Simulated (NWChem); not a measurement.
System: CH₆AlOSi, doublet; SMILES [O]([Al][CH3])[SiH3]

Here is an NWChem input.

```
start job
memory heap 200 mb stack 900 mb global 1100 mb
geometry units angstroms noautosym nocenter noautoz
  Al    -0.637976     1.187053     0.227012
  C      0.566720     2.753488    -0.021996
  H      0.044241     3.705162     0.114341
  H      0.995142     2.727517    -1.032245
  H      1.392800     2.697289     0.698535
  O      0.076578    -0.369921     0.050763
  Si     0.210394    -2.008742     0.002977
  H      0.649799    -2.454722    -1.348076
  H     -1.087004    -2.676682     0.308587
  H      1.213840    -2.476656     0.998660
end
basis spherical
  Al library 6-31g*
  C library 6-31g*
  H library 6-31g*
  O library 6-31g*
  Si library 6-31g*
end
dft
  odft
  mult 2
  xc xcamb88 1.00 lyp 0.81 vwn_5 0.19 hfexch 1.00
  cam 0.33 cam_alpha 0.19 cam_beta 0.46
  iterations 150
end
property
  hyperfine
end
task dft property
```

Parts of the log:

```
             Northwest Computational Chemistry Package (NWChem) 7.3.0
             --------------------------------------------------------

                             Geometry "geometry" -> ""
                             -------------------------

 Output coordinates in angstroms (scale by  1.889725989 to convert to a.u.)

  No.       Tag          Charge          X              Y              Z
 ---- ---------------- ---------- -------------- -------------- --------------
    1 Al                  13.0000    -0.63797600     1.18705300     0.22701200
    2 C                    6.0000     0.56672000     2.75348800    -0.02199600
    3 H                    1.0000     0.04424100     3.70516200     0.11434100
    4 H                    1.0000     0.99514200     2.72751700    -1.03224500
    5 H                    1.0000     1.39280000     2.69728900     0.69853500
    6 O                    8.0000     0.07657800    -0.36992100     0.05076300
    7 Si                  14.0000     0.21039400    -2.00874200     0.00297700
    8 H                    1.0000     0.64979900    -2.45472200    -1.34807600
    9 H                    1.0000    -1.08700400    -2.67668200     0.30858700
   10 H                    1.0000     1.21384000    -2.47665600     0.99866000

 Effective nuclear repulsion energy (a.u.)     188.6315633952

                              NWChem Property Module
                              ----------------------

  itol2e modified to match energy
  convergence criterion.

                                 NWChem DFT Module
                                 -----------------

 Summary of "ao basis" -> "ao basis" (spherical)
 ------------------------------------------------------------------------------
       Tag                 Description            Shells   Functions and Types
 ---------------- ------------------------------  ------  ---------------------
 Al                          6-31g*                  8       18   4s3p1d
 C                           6-31g*                  6       14   3s2p1d
 H                           6-31g*                  2        2   2s
 O                           6-31g*                  6       14   3s2p1d
 Si                          6-31g*                  8       18   4s3p1d

  itol2e modified to match energy
  convergence criterion.

            General Information
            -------------------
          SCF calculation type: DFT
          Wavefunction type:  spin polarized.
          No. of atoms     :    10
          No. of electrons :    47
           Alpha electrons :    24
            Beta electrons :    23
          Charge           :     0
          Spin multiplicity:     2
          Use of symmetry is: off; symmetry adaption is: off
          Maximum number of iterations: 150
          AO basis - number of functions:    76
                     number of shells:    40
          Convergence on energy requested:  1.00D-07
          Convergence on density requested:  1.00D-05
          Convergence on gradient requested:  5.00D-04

              XC Information
              --------------
                     Hartree-Fock (Exact) Exchange  1.000
                   CAM-Becke88 Exchange Functional  1.000
                      VWN V Correlation Functional  0.190 local
              Lee-Yang-Parr Correlation Functional  0.810

           Range-Separation Parameters
           ---------------------------
           Alpha           :  0.19
           Beta            :  0.46
           Gamma           :  0.33
           Short-Range HF  :     F

[...]

          ----------------------
          Hyperfine Interactions
          ----------------------

 Total Spin Density (Fermi Contact Term)
 ------------------ --------------------
     Atom            x         y         z       Density (a.u.)      Aiso(MHz)     Aiso(Gauss)
     1  27-Al    -1.20560   2.24320   0.42899       0.610792        711.955431     254.042973
     2  13-C      1.07095   5.20334  -0.04157       0.129380        145.447931      51.899351
     3   1-H      0.08360   7.00174   0.21607      -0.002703        -12.082516      -4.311335
     4   1-H      1.88055   5.15426  -1.95066       0.000479          2.143237       0.764759
     5   1-H      2.63201   5.09714   1.32004       0.000558          2.494814       0.890210
     6  17-O      0.14471  -0.69905   0.09593       0.071865        -43.564307     -15.544802
     7  29-Si     0.39759  -3.79597   0.00563      -0.000941          0.836389       0.298444
     8   1-H      1.22794  -4.63875  -2.54749       0.000292          1.303469       0.465110
     9   1-H     -2.05414  -5.05820   0.58314      -0.000167         -0.744242      -0.265564
    10   1-H      2.29382  -4.68020   1.88719       0.000326          1.459407       0.520752

           -------------------------------------------
           Anisotropic Interaction (Spin-Dipolar Term)
           -------------------------------------------

 ------------------------------------------------------------
     Atom            x         y         z
 ------------------------------------------------------------
     1  27-Al    -1.20560   2.24320   0.42899

   Spin-Dipolar term (a.u.)
        xx             yy             zz             xy             xz             yz
 ------------------------------------------------------------------------------------------
       0.577097      -0.332830      -0.244266       0.022841      -0.191042      -0.005602

   Principal Comp. of -hf- tensor (au)            Anisotropic -hfcc- (MHz)               Anisotropic -hfcc- (Gauss)
 --------------------------------------------------------------------------------------------------------------------------
      0.619937    -0.333417    -0.286521      86.255907   -46.390439   -39.865467      30.778200   -16.553234   -14.224966

   Orientation of the principal axis of Hyperfine Tensor w.r.t absolute (molecular) frame
 --------------------------------------------------------------------------------------------------------------------------
      0.976096    -0.021619     0.216264
      0.024670     0.999630    -0.011419
     -0.215937     0.016481     0.976268

 ------------------------------------------------------------
     Atom            x         y         z
 ------------------------------------------------------------
     2  13-C      1.07095   5.20334  -0.04157

   Spin-Dipolar term (a.u.)
        xx             yy             zz             xy             xz             yz
 ------------------------------------------------------------------------------------------
       0.047721       0.055663      -0.103384       0.155240      -0.033382      -0.032513

   Principal Comp. of -hf- tensor (au)            Anisotropic -hfcc- (MHz)               Anisotropic -hfcc- (Gauss)
 --------------------------------------------------------------------------------------------------------------------------
     -0.103389     0.213824    -0.110435     -13.873867    28.693166   -14.819299      -4.950532    10.238418    -5.287885

   Orientation of the principal axis of Hyperfine Tensor w.r.t absolute (molecular) frame
 --------------------------------------------------------------------------------------------------------------------------
      0.687476     0.690997     0.223383
     -0.705878     0.708104    -0.018013
     -0.170625    -0.145298     0.974564

 ------------------------------------------------------------
     Atom            x         y         z
 ------------------------------------------------------------
     3   1-H      0.08360   7.00174   0.21607

   Spin-Dipolar term (a.u.)
        xx             yy             zz             xy             xz             yz
 ------------------------------------------------------------------------------------------
      -0.005997       0.021082      -0.015085      -0.000898      -0.002197       0.000861

   Principal Comp. of -hf- tensor (au)            Anisotropic -hfcc- (MHz)               Anisotropic -hfcc- (Gauss)
 --------------------------------------------------------------------------------------------------------------------------
     -0.005536     0.021136    -0.015599      -2.953944    11.276943    -8.322999      -1.054039     4.023887    -2.969848

   Orientation of the principal axis of Hyperfine Tensor w.r.t absolute (molecular) frame
 --------------------------------------------------------------------------------------------------------------------------
      0.974532    -0.035174     0.221473
      0.040028     0.999046    -0.017466
     -0.220647     0.025886     0.975010

 ------------------------------------------------------------
     Atom            x         y         z
 ------------------------------------------------------------
     4   1-H      1.88055   5.15426  -1.95066

   Spin-Dipolar term (a.u.)
        xx             yy             zz             xy             xz             yz
 ------------------------------------------------------------------------------------------
      -0.002503      -0.007543       0.010046       0.007405      -0.011514      -0.001563

   Principal Comp. of -hf- tensor (au)            Anisotropic -hfcc- (MHz)               Anisotropic -hfcc- (Gauss)
 --------------------------------------------------------------------------------------------------------------------------
     -0.014450    -0.003512     0.017962      -7.710029    -1.873589     9.583618      -2.751126    -0.668542     3.419668

[...]
```

Level: CAM-B3LYP/6-31G* (spherical d), spin-unrestricted, contact and dipolar terms. Geometry: optimised at B3LYP/6-31G* (spherical d), spin-unrestricted. This spin state was assumed; another may lie lower. No stability test was run on the SCF state.
